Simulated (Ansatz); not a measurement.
Start from `C[S][Sn][Br]` and change one element to get `C[O][Sn][Br]`.

Ansatz, PBE0-D4/def2-TZVP geometries, multiplicity 1. Each molecule was computed in one conformer, which needn't be the lowest.

Elements past krypton have def2 core potentials. Scalar relativity is left out up to krypton. Spin–orbit coupling is left out; it splits and shifts lone-pair levels of the heavy atoms by tenths of an eV.

```tsv
property	`C[S][Sn][Br]`
HOMO–LUMO gap (ωB97M-V/def2-TZVPP) / eV	8.24
HOMO–LUMO gap (PBE0/def2-TZVPP) / eV	4.55
LUMO energy (ωB97M-V/def2-TZVPP) / eV	-0.95
HOMO energy (ωB97M-V/def2-TZVPP) / eV	-9.19
HOMO energy (PBE0/def2-TZVPP) / eV	-7.19
HOMO energy (PBE/def2-TZVPP) / eV	-6.16
```

Give the same properties after the change, and the shifts. (Estimate.)

Ansatz gave: 
| property | `C[O][Sn][Br]` | shift |
| --- | --- | --- |
| HOMO–LUMO gap (ωB97M-V/def2-TZVPP) / eV | 8.95 | 0.71 |
| HOMO–LUMO gap (PBE0/def2-TZVPP) / eV | 5.16 | 0.61 |
| LUMO energy (ωB97M-V/def2-TZVPP) / eV | -0.83 | 0.12 |
| HOMO energy (ωB97M-V/def2-TZVPP) / eV | -9.78 | -0.59 |
| HOMO energy (PBE0/def2-TZVPP) / eV | -7.71 | -0.52 |
| HOMO energy (PBE/def2-TZVPP) / eV | -6.58 | -0.42 |

With PBE0 the HOMO falls by 0.52 eV and the LUMO rises by 0.09 eV, so the gap widens by about 0.61 eV. PBE moves the HOMO by -0.42 eV and ωB97M-V by -0.59 eV.
